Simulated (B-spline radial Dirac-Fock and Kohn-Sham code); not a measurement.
**Elastic scattering of 10.3 keV electrons by neutral tungsten**

Calculated with a radial atomic solver, using relativistic (Dirac) partial waves in the static field of the Dirac-Fock atom with Furness-McCarthy exchange, without polarisation or absorption potentials.

```csv
θ (°),dσ/dΩ (a₀²/sr),Sherman function
5,21.2,0.000
10,3.08,0.001
15,0.925,0.002
20,0.409,0.000
25,0.225,-0.006
30,0.136,-0.012
35,0.0878,-0.016
40,0.0599,-0.013
45,0.0428,-0.001
50,0.0316,0.019
55,0.0241,0.045
60,0.0188,0.073
65,0.0150,0.097
70,0.0122,0.111
75,0.0101,0.111
80,0.00857,0.094
85,0.00747,0.059
90,0.00669,0.008
95,0.00618,-0.051
100,0.00589,-0.111
105,0.00578,-0.163
110,0.00581,-0.202
115,0.00596,-0.225
120,0.00619,-0.235
125,0.00649,-0.232
130,0.00683,-0.221
135,0.00719,-0.204
140,0.00756,-0.184
145,0.00792,-0.161
150,0.00825,-0.137
155,0.00855,-0.114
160,0.00881,-0.090
165,0.00902,-0.067
170,0.00917,-0.045
175,0.00926,-0.022
```

The total elastic cross section is 3.00 a₀², the first transport cross section 0.143 a₀² and the second, weighted with (3/2) sin²θ, 0.232 a₀². The mean deflection is ⟨1 − cos θ⟩ = 0.0477, and 1.4 % of the collisions scatter beyond 90°.

On this grid of angles the cross section has a minimum near 105°.
